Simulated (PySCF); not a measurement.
C3H11NSSi4.
Structure used (GFN2-xTB), in Å, numbered top down from 1:
```
atom  x, y, z in Å
N1     1.9646    0.5875    2.1759
C2     2.4070    0.4040    1.1340
C3     2.8418    0.1835   -0.1993
Si4    1.3784    0.5963   -1.3942
Si5   -0.4626   -0.3094   -0.2608
Si6   -0.1903   -2.5369    0.4292
Si7   -1.7268    1.2297    1.0022
C8    -3.0063    1.0179   -0.4174
S9    -2.2253   -0.1486   -1.5984
H10    3.7065    0.8088   -0.4112
H11    3.1398   -0.8587   -0.3082
H12    1.4098    2.0602   -1.5455
H13    1.8226    0.0633   -2.6904
H14    1.0997   -2.5842    1.1220
H15   -0.1246   -3.4889   -0.6833
H16   -1.2251   -3.0085    1.3508
H17   -2.3303    0.8490    2.2817
H18   -1.3033    2.6308    1.0800
H19   -3.9535    0.5830   -0.1066
H20   -3.2271    1.9320   -0.9635
```

Definitions: NICS(0) = −σiso at the ring centroid; NICS(1) = −σiso and NICS(1)zz = −σzz at ±1 Å along the ring normal z. Level: GIAO PBE0/pcSseg-1 (PySCF, non-relativistic, gas phase) on the GFN2-xTB geometry, one conformer.

Ring bond lengths (Å), with Mayer bond orders in brackets: Si5–Si7 2.358 (0.84), Si7–C8 1.923 (0.86), C8–S9 1.834 (0.99), S9–Si5 2.219 (0.95).

Q: Give the NICS values of each ring in ppm.

A: 
| ring | type | NICS(0) | NICS(1), two faces | NICS(1)zz, two faces | rms pucker (Å) | centre to ring atoms, mean (Å) |
| --- | --- | --- | --- | --- | --- | --- |
| Si5–Si7–C8–S9 | 4-membered ring with S and 2 Si; formal bonds all single | 1.0 | 0.6 / 0.6 | 10.8 / 10.5 | 0.01 | 1.47 |

Q: What can be read from them?

A: 
- Si5–Si7–C8–S9: mean NICS(1)zz 10.7 ppm, deshielded. Si5, Si7, C8 have four or more neighbours; no verdict on aromaticity is drawn.

Q: At the first NICS(1) probe listed for ring Si5–Si7–C8–S9, 1 Å off the ring, what do the in-plane components average?

A: The isotropic value is a third of the trace: (3 × 0.6 − (10.8))/2 = -4.5 ppm.

Q: List the ring angles and the Hirshfeld charges of the ring atoms.

A: 
- Si5–Si7–C8–S9: Si5 81.4° (+0.094 e), Si7 83.7° (+0.271 e), C8 105.2° (-0.168 e), S9 89.8° (-0.117 e); sum 360.0° against 360° for a flat convex ring.

Q: What are the shieldings of the ring atoms and their hydrogens in the same run (means over atoms taken as equivalent)?

A: 
```csv
atoms,environment,σ isotropic (ppm),"principal values of the symmetric part, first atom (ppm)"
Si5,four-coordinate silicon,367.9,"303.6, 322.3, 478.0"
Si7,SiH2 silicon,380.1,"330.4, 355.3, 454.5"
C8,sp3 carbon bound to sulfur,168.8,"136.6, 170.1, 199.7"
S9,sulfur bonded to C and Si,685.9,"433.3, 641.1, 983.3"
H17,Si–H hydrogen,26.51,"23.6, 24.6, 31.2"
H18,Si–H hydrogen,26.42,"23.6, 24.8, 30.8"
H19,methylene hydrogen,28.92,"24.0, 26.4, 36.3"
H20,methylene hydrogen,28.97,"24.3, 26.4, 36.3"
```
